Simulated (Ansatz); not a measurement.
C2H10Al2O2Si (SMILES [CH3][Al]([CH3])[SiH2][Al]([OH])[OH]), singlet, geometry from GFN2-xTB (such geometries of metal compounds can be far from the true shape); Ansatz (an electronic-structure program) with SC-NEVPT2/STO-3G, CASSCF(2,3).

Here is a job for Ansatz.
Ansatz 0.2 input:
```yaml
crystal:
  periodic: [false, false, false]
  atoms:
    - {symbol: Al, position_ang: [-1.93007193, -0.56011339, -0.17467025]}
    - {symbol: C, position_ang: [-3.53032739, -1.69313486, 0.21605545]}
    - {symbol: C, position_ang: [-2.19757705, 0.92892420, -1.48313606]}
    - {symbol: Si, position_ang: [0.27131033, -0.86453212, 0.81402966]}
    - {symbol: Al, position_ang: [2.03520403, 0.64532815, 0.13349280]}
    - {symbol: O, position_ang: [2.10689590, 2.08955290, 0.94319373]}
    - {symbol: O, position_ang: [3.00818649, 0.15259557, -1.11380351]}
    - {symbol: H, position_ang: [-3.98027217, -2.08852753, -0.70431826]}
    - {symbol: H, position_ang: [-4.32774392, -1.12923553, 0.71751321]}
    - {symbol: H, position_ang: [-3.31426359, -2.55838414, 0.85461104]}
    - {symbol: H, position_ang: [-3.16368135, 1.43091103, -1.34834901]}
    - {symbol: H, position_ang: [-1.42715455, 1.70688083, -1.40334651]}
    - {symbol: H, position_ang: [-2.18107161, 0.59436960, -2.52754051]}
    - {symbol: H, position_ang: [0.75229620, -2.27100718, 0.62667711]}
    - {symbol: H, position_ang: [0.17867458, -0.83202086, 2.30955794]}
    - {symbol: H, position_ang: [2.17036262, 2.91583782, 1.40164475]}
    - {symbol: H, position_ang: [3.57455956, -0.12509006, -1.82019643]}
basis:
  gaussian:
    orbitals: STO-3G
magnetization: {spin_polarized: false}
correlation: {method: sc_nevpt2, electrons: all, active_space: {window: {electrons: 2, orbitals: 3}}}
```

What the program printed (banner, timings and long lists left out):

```
Functional definition: HF
696 factors; integrals over basis functions are off by at most 6.6e-5 eV
mean field evaluation 1: about -26989.2786 eV, gradient 3.5e1 eV
mean field evaluation 2: about -26989.4135 eV, gradient 3.5e1 eV
mean field evaluation 4: about -26993.9856 eV, gradient 1.8e0 eV
mean field evaluation 8: about -26994.0023 eV, gradient 1.9e-4 eV
mean field -26994.00231804 eV, -992.0112879961 hartree, gradient 6.8e-7 eV, S^2 0.000000; 0 other end points of the search recorded, 0 dependent functions left out
reference -26994.00231804 eV, -992.0112879961 hartree; 39, 39 occupied and 18, 18 virtual orbitals, 696 factors
state -26994.45537601 eV, -992.0279375692 hartree
state -26994.45537601 eV, -992.0279375692 hartree; corrected -27001.48120500 eV, -992.2861320224 hartree
state -26994.32156038 eV, -992.0230199356 hartree
state -26994.32156038 eV, -992.0230199356 hartree; corrected -27001.43281242 eV, -992.2843536279 hartree
state -26994.45537601 eV, -992.0279375692 hartree; corrected -27001.48120500 eV, -992.2861320224 hartree
state -26994.31489520 eV, -992.0227749948 hartree
state -26994.31489520 eV, -992.0227749948 hartree; corrected -27001.41861796 eV, -992.2838319912 hartree
state -26994.45537601 eV, -992.0279375692 hartree; corrected -27001.48120500 eV, -992.2861320224 hartree
2 active orbitals were swapped for others, from the solution at -26994.31488159 eV, -992.0227744945 hartree to that at -26994.32154721 eV, -992.0230194515 hartree; typed "places" are swapped only where nearly empty or full, and so, without "given_window_search", are "orbital_numbers", "shells" and a window whose orbitals a file names under [Active]
2 active orbitals were swapped for others, from the solution at -26994.32154721 eV, -992.0230194515 hartree to that at -26994.36898274 eV, -992.0247626751 hartree; typed "places" are swapped only where nearly empty or full, and so, without "given_window_search", are "orbital_numbers", "shells" and a window whose orbitals a file names under [Active]
2 active orbitals were swapped for others, from the solution at -26994.36898273 eV, -992.0247626750 hartree to that at -26994.45536536 eV, -992.0279371781 hartree; typed "places" are swapped only where nearly empty or full, and so, without "given_window_search", are "orbital_numbers", "shells" and a window whose orbitals a file names under [Active]
Total energy: -27001.48120500 eV, -992.2861320224 hartree
```
